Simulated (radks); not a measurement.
Task: The mean radii <r> (bohr) of the occupied orbitals of an atom or ion are listed with their occupations. All-electron calculation, Dirac Kohn-Sham, PBEsol, spin-unpolarised, spherical densities, point nucleus. Program: a radial shooting solver on a logarithmic mesh with Libxc functionals.

orbital  occ.      <r>
1s1/2       2  0.03518
2s1/2       2   0.1535
2p1/2       2   0.1308
2p3/2       4   0.1354
3s1/2       2   0.4290
3p1/2       2   0.4235
3p3/2       4   0.4341
3d3/2       4   0.4132
3d5/2       6   0.4167
4s1/2       2    1.098
4p1/2       2    1.196
4p3/2       4    1.224
4d3/2       3    1.640
5p1/2       1    3.321

Name the element and its charge. Open shells, if any, fill j = l - 1/2 first.

Result: Z = 42, molybdenum, charge +2: Mo2+ in [Kr] 4d3 5p1. The 1s radius gives Z: for a bare nucleus <r> = (2 gamma + 1)/(2Z) with gamma = sqrt(1 - (Z/c)^2), 0.03457 bohr for Z = 42, and screening makes it slightly larger (0.03518 here). The occupations add up to 40, and the charge is Z minus that.
